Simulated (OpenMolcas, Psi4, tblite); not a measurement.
**How methods differ on GaCl (SMILES [Cl][Ga])**

The species is GaCl (2 atoms), meant as a singlet with charge 0. As SMILES, `[Cl][Ga]`. The shape is that of a PBE0-D4/def2-TZVP optimisation.

```
atom   x (Å)   y (Å)    z (Å)
  Cl  0.0000  0.0000  -0.0236
  Ga  0.0000  0.0000   2.1922
```

Each level gives the HOMO–LUMO gap (eV). The values are calculated.

```tsv
level	kind	program	value (eV)	CPU time
IPEA1-xTB	semi-empirical	tblite	5.87	under 2 s
HF/cc-pVTZ	Hartree–Fock	OpenMolcas	10.43	10 s
SVWN5/cc-pVTZ	LDA	OpenMolcas	4.10	16 s
PBE/cc-pVTZ	GGA	Psi4	4.10	93 s
revPBE/cc-pVTZ	GGA	OpenMolcas	4.11	20 s
M06-L/cc-pVTZ	meta-GGA	OpenMolcas	4.47	26 s
TPSS/cc-pVTZ	meta-GGA	Psi4	4.24	89 s
M06-2X/cc-pVTZ	hybrid meta-GGA	Psi4	7.38	90 s
wB97M-V/cc-pVTZ	range-separated hybrid	Psi4	9.59	50 s
B2PLYP/cc-pVTZ (density fitting for correlation)	double hybrid	Psi4	7.56	24 s
```

All-electron rows without a relativistic Hamiltonian named are non-relativistic. The values span 4.10 to 10.43 eV. Orbital gaps aren't excitation energies, and those of double hybrids come from the SCF part alone; they tend to grow with the share of exact exchange. CPU times are rough (shared hosts, several kinds of processor): they show what a rung costs within a factor of a few.
